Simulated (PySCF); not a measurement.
Br$_{2}$Zn, singlet, at a GFN2-xTB geometry (such geometries of metal compounds can be far from the true shape).

Here is a job for PySCF.
```python
from pyscf import gto, scf, dft

mol = gto.M(
    atom='''
Zn   -0.00812161   -0.01195013   -0.01326557
Br   -0.24664341    1.76351145   -1.42520509
Br    0.25360479   -1.75326848    1.43657557
''',
    basis='cc-pvdz',
    verbose=4,
)

mf = dft.RKS(mol)
mf.xc = 'revpbe'
mf.grids.atom_grid = (99, 590)
mf.grids.prune = None
mf.kernel()
```

Problem. What does this run give for the HOMO-LUMO gap, HOMO energy, total energy, Mulliken (on the basis functions themselves) charges in atom order, dipole moment?

Solution. 
- HOMO-LUMO gap: 4.30 eV
- HOMO energy: -7.14 eV
- total energy: -6927.2459 Eh
- Mulliken (on the basis functions themselves) charges in atom order: Zn1 0.43, Br2 -0.21, Br3 -0.21
- dipole moment: 0.07 D
